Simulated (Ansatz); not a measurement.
The same redistribution along the group B, Al, Ga, In.

Computed with Ansatz on PBE0-D4/def2-TZVP structures; ΔE is electronic, products minus reactants. CBS: MP2 limit from def2 TZ/QZ plus the TZ coupled-cluster correction, frozen cores. Functionals use def2-TZVPP. Elements past krypton have def2 core potentials. For Br, Ga, In outer-core shells are correlated without core-valence functions, which leaves a few kJ/mol of doubt a bond. Scalar relativity is left out up to krypton. Each species was taken in one conformer, which may not be the lowest.

```json
{"reaction": "`ClB(Br)Br` + `N[Si](N)(N)O` → `OB(Br)Br` + `N[Si](N)(N)Cl`", "PBE-D4 (eV)": "-0.56", "CCSD(T)/CBS(def2) (eV)": "-0.51"}
{"reaction": "`[Cl][Al]([Br])[Br]` + `N[Si](N)(N)O` → `[OH][Al]([Br])[Br]` + `N[Si](N)(N)Cl`", "PBE-D4 (eV)": "0.20", "CCSD(T)/CBS(def2) (eV)": "0.28"}
{"reaction": "`[Cl][Ga]([Br])[Br]` + `N[Si](N)(N)O` → `[OH][Ga]([Br])[Br]` + `N[Si](N)(N)Cl`", "PBE-D4 (eV)": "0.52", "CCSD(T)/CBS(def2) (eV)": "0.61"}
{"reaction": "`[Cl][In]([Br])[Br]` + `N[Si](N)(N)O` → `[OH][In]([Br])[Br]` + `N[Si](N)(N)Cl`", "PBE-D4 (eV)": "0.78", "CCSD(T)/CBS(def2) (eV)": "0.91"}
```

Largest T1 diagnostic: 0.012, for `[OH][In]([Br])[Br]`.
